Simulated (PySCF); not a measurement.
## Dipole response of Au (gold, neutral)

[Xe] 4f14 5d10 6s1, 2S determinant. Calculation: PySCF 2.14, in aug-cc-pwCVTZ-PP with ECP60MDF (8s8p7d4f3g, 122 functions); a scalar-relativistic core potential. Coupled (time-dependent) response in atomic units; α is the mean over directions.

| method | mean α (bohr³) | C₆ (like pair) | S(−4) |
| --- | --- | --- | --- |
| revPBE | 35.71 | 326.9 | 580.9 |
| MN15 | 35.68 | 326.4 | 567.8 |

S(−4) is the Cauchy moment in α(ω) = α(0) + S(−4) ω² + …

Reference α: 36 ± 3 bohr³ (recommended; Schwerdtfeger and Nagle, table of static dipole polarizabilities (2023 update)). Published C₆: 427.0 (Gould and Bucko (2016)).

α(iu) at revPBE:

```csv
u (hartree),α(iu) (bohr³)
0,35.71
0.0500,34.34
0.100,31.02
0.200,23.57
0.300,18.17
0.500,12.18
0.750,8.457
1.00,6.313
1.50,3.949
2.00,2.716
3.00,1.510
5.00,0.6563
```

A single London oscillator, α(iu) = α/(1 + u²/ω²), gives C₆ = (3/4) ω α². Matching the computed C₆ needs ω = 4 × 326.9 / (3 × 35.71²) = 0.342 hartree.

Energies and moments cover only the electrons outside the core potential. Spin-orbit coupling, which splits the p, d and f shells strongly at this Z, is absent.
